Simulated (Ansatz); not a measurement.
```yaml
crystal:
  periodic: [false, false, false]
  atoms:
    - {symbol: C, position_ang: [-0.402072, -1.299729, 0.734153]}
    - {symbol: C, position_ang: [0.645499, -0.262089, 0.383311]}
    - {symbol: C, position_ang: [1.059010, -0.335052, -1.072993]}
    - {symbol: O, position_ang: [0.182674, 1.035336, 0.701225]}
    - {symbol: Al, position_ang: [-1.079922, 2.000652, 0.205213]}
    - {symbol: F, position_ang: [-2.176271, 1.525531, -0.918809]}
    - {symbol: F, position_ang: [-1.254148, 3.491281, 0.853622]}
    - {symbol: H, position_ang: [-0.021980, -2.310046, 0.565741]}
    - {symbol: H, position_ang: [-0.689103, -1.214106, 1.784212]}
    - {symbol: H, position_ang: [-1.294243, -1.167059, 0.113531]}
    - {symbol: H, position_ang: [1.530404, -0.429090, 1.009501]}
    - {symbol: H, position_ang: [1.802739, 0.431924, -1.298620]}
    - {symbol: H, position_ang: [1.492710, -1.310139, -1.306840]}
    - {symbol: H, position_ang: [0.191702, -0.186613, -1.724544]}
basis:
  gaussian: {orbitals: cc-pVDZ}
magnetization: {spin_polarized: true, initial_magnetization: 8}
hamiltonian: {xc: {name: B3LYP5}}
scf: {lower_state_search: off}
output: {forces: true}
```

```sh
$ ansatz run in.yaml --threads 4 --pin off --events-out ev --progress --plain --max-ram 11315MiB
```

Output, abridged:

```
Functional definition: B3LYP5
1257 factors; integrals over basis functions are off by at most 1.1e-3 eV
mean field evaluation 1: about -17253.5706 eV, gradient 4.4e1 eV
mean field evaluation 2: about -17161.2733 eV, gradient 1.2e2 eV
mean field evaluation 4: about -17243.9226 eV, gradient 6.4e1 eV
mean field evaluation 8: about -17267.0595 eV, gradient 7.4e0 eV
mean field evaluation 16: about -17267.7795 eV, gradient 9.9e-1 eV
mean field evaluation 32: about -17267.7855 eV, gradient 1.9e-3 eV
mean field -17267.90207668 eV, -634.5836967137 hartree, gradient 2.4e-6 eV, S^2 20.010350; 0 other end points of the search recorded, 0 dependent functions left out
reference -17267.90240009 eV, -634.5837085986 hartree; 36, 28 occupied and 101, 109 virtual orbitals, 1257 factors
Total energy: -17267.90240009 eV, -634.5837085986 hartree
Atom 0 at    -0.402072    -1.299729     0.734153 Å, force     0.882607    -0.833156    -2.519869 eV/Å
Atom 1 at     0.645499    -0.262089     0.383311 Å, force    -3.228030    -1.802301    -3.575396 eV/Å
Atom 2 at     1.059010    -0.335052    -1.072993 Å, force    -1.451008    -2.348976     0.347527 eV/Å
Atom 3 at     0.182674     1.035336     0.701225 Å, force     5.478585    -1.653200     3.505434 eV/Å
Atom 4 at    -1.079922     2.000652     0.205213 Å, force    -0.604555     0.470643    -0.234955 eV/Å
Atom 5 at    -2.176271     1.525531    -0.918809 Å, force    -5.038075    -1.794261    -4.962633 eV/Å
Atom 6 at    -1.254148     3.491281     0.853622 Å, force    -1.139313     7.043506     2.812783 eV/Å
Atom 7 at    -0.021980    -2.310046     0.565741 Å, force     0.696279    -1.117348     0.093890 eV/Å
Atom 8 at    -0.689103    -1.214106     1.784212 Å, force    -0.046690     0.578128     2.357127 eV/Å
Atom 9 at    -1.294243    -1.167059     0.113531 Å, force    -1.029896     0.614772    -0.527205 eV/Å
Atom 10 at     1.530404    -0.429090     1.009501 Å, force     4.027477    -0.418925     3.032627 eV/Å
Atom 11 at     1.802739     0.431924    -1.298620 Å, force     1.694206     1.716875     0.209896 eV/Å
Atom 12 at     1.492710    -1.310139    -1.306840 Å, force     0.806321    -1.049000    -0.044170 eV/Å
Atom 13 at     0.191702    -0.186613    -1.724544 Å, force    -1.047907     0.593244    -0.495057 eV/Å
Dipole moment:     0.192871    -0.629293    -0.183166 e Å
Checks for a lower state left out: stability, starts, cluster_reference, orbital_swaps, neighbouring_geometries, increment
```

Question: What is wrong with this run?

Answer: The spin is set far too high for this molecule. Self-consistency was reached. The result belongs to that input, not to the molecule as meant.

B3LYP here is the variant with VWN-RPA as its local correlation; programs differ in this.
